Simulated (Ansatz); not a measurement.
Reaction (substitution at a C–In bond): `[CH3][InH][CH3]` + `N=CF` → `C/N=C\F` + `[CH3][InH2]`

Isolated molecules relaxed with PBE0-D4/def2-TZVP in Ansatz; ΔE leaves out vibrations. CCSD(T)/CBS adds triple-zeta CCSD(T) − MP2 to the extrapolated MP2 energy (def2 sets, frozen cores). This one scheme is used for every species. DFT in def2-TZVPP. def2 core potentials past Kr. For In outer-core shells are correlated without core-valence functions, which leaves a few kJ/mol of doubt a bond. One conformer a species, not always the lowest.

CCSD(T)/CBS gives +47.1 kJ/mol.

(1) Another level gave +36.4 kJ/mol. Which?
A. MP2/def2-TZVPP
B. ωB97X-V/def2-TZVPP
C. LDA (SPW92)/def2-TZVPP
D. RPA@PBE/def2-TZVPP

Largest T1 diagnostic among the species: 0.013.

Answers

(1) B. ωB97X-V 36.4, RPA@PBE/def2-TZVPP 41.4, MP2/def2-TZVPP 50.4, LDA (SPW92) 28.6 kJ/mol.

Leaving LDA and LC-ωPBE aside and taking each functional with its dispersion term where it has one, the values, not all of them listed here, spread over 11.7 kJ/mol, from B97M-V to PBE-QIDH. LDA lies −8.5 kJ/mol from PBE without D4. At CCSD(T), def2-SVP lies −22.5 kJ/mol from the extrapolated value and def2-TZVPP −2.9 kJ/mol. In def2-TZVPP, CCSD(T) changes the Hartree–Fock value by +12.2 kJ/mol (the triples alone add +0.8 kJ/mol) and MP2 by +18.6 kJ/mol.
